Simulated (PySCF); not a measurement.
PySCF 2.14 output of an unrestricted M06-2X calculation on a single atom or ion in def2-QZVPPD with the def2 core potential (28 electrons) (7s5p4d3f2g, 81 functions), with scalar relativity through the core potential:

```
SCF conv_tol = 1e-09
number electrons alpha = 8  beta = 4
    Y. Zhao and D. G. Truhlar.,  Theor. Chem. Acc. 120, 215 (2008)
    Y. Zhao and D. G. Truhlar.,  Theor. Chem. Acc. 120, 215 (2008)
cycle= 1 E= -66.9867963134139  delta_E= -0.00414  |g|= 0.013  |ddm|= 0.463
cycle= 2 E= -66.9869297844367  delta_E= -0.000133  |g|= 0.00251  |ddm|= 0.153
cycle= 3 E= -66.9869375385404  delta_E= -7.75e-06  |g|= 0.000737  |ddm|= 0.0433
cycle= 4 E= -66.9869378105689  delta_E= -2.72e-07  |g|= 8.97e-05  |ddm|= 0.00724
cycle= 5 E= -66.9869378183576  delta_E= -7.79e-09  |g|= 4.01e-06  |ddm|= 0.00127
cycle= 6 E= -66.9869378183652  delta_E= -7.63e-12  |g|= 1.44e-07  |ddm|= 3.33e-05
converged SCF energy = -66.9869378183652  <S^2> = 6.0005805  2S+1 = 5.0002322
```

The run itself started from symmetry-adapted Hartree-Fock orbitals and held the occupation by maximum overlap, on a logarithmic radial grid, so the iterations belong to that start.

Problem. Which element, charge and spin multiplicity is this?

Solution. Mo(2+) (molybdenum, charge +2), multiplicity 5; the state was [Kr] 4d3 5s1, high-spin 5F determinant (an excited configuration).

Energies and moments cover only the electrons outside the core potential.
